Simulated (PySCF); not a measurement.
## Correlation energy of Lu (lutetium, neutral)

Starting occupation: [Xe] 4f14 5d1 6s2, 5d5/2 with m_j = +5/2. Computed with PySCF 2.14 in x2c-TZVPall-2c, with X2C-1e with screened-nucleus spin-orbit coupling, Gaussian nucleus. Frozen: [Ar] 3d10; 43 electrons correlated; the 18 highest virtual spinors left out.

MP2 pair energies summed by pair of shells (mhartree):

```tsv
pair	energy	share (%)
4f-5p	-115.94	15.0
5p-5p	-105.11	13.6
4f-4f	-93.04	12.0
4d-4d	-71.59	9.3
4d-4p	-59.84	7.7
4d-4f	-55.50	7.2
5p-6s	-30.51	4.0
4d-5p	-28.60	3.7
4f-4p	-20.49	2.7
5p-5s	-20.30	2.6
5d-5p	-19.19	2.5
4f-5s	-17.12	2.2
6s-6s	-17.03	2.2
4d-4s	-17.03	2.2
4p-4p	-15.53	2.0
4f-6s	-12.90	1.7
4d-5s	-11.67	1.5
5d-6s	-9.87	1.3
4f-5d	-9.63	1.2
4p-4s	-8.81	1.1
4p-5p	-8.32	1.1
4f-4s	-5.20	0.7
5s-5s	-5.08	0.7
4p-5s	-3.96	0.5
5d-5s	-2.24	0.3
4s-5p	-1.63	0.2
5s-6s	-1.43	0.2
4s-4s	-1.35	0.2
4d-6s	-1.00	0.1
4d-5d	-0.97	0.1
```

Total MP2 correlation energy: -772.30 mhartree.

The GHF reference relaxed away from the jj start to a determinant that is no pure jj level (⟨S²⟩ = 0.92, ⟨J²⟩ = 9.00); the energies belong to that determinant.

This basis was not built for core-valence correlation, so the inner-shell part is incomplete.
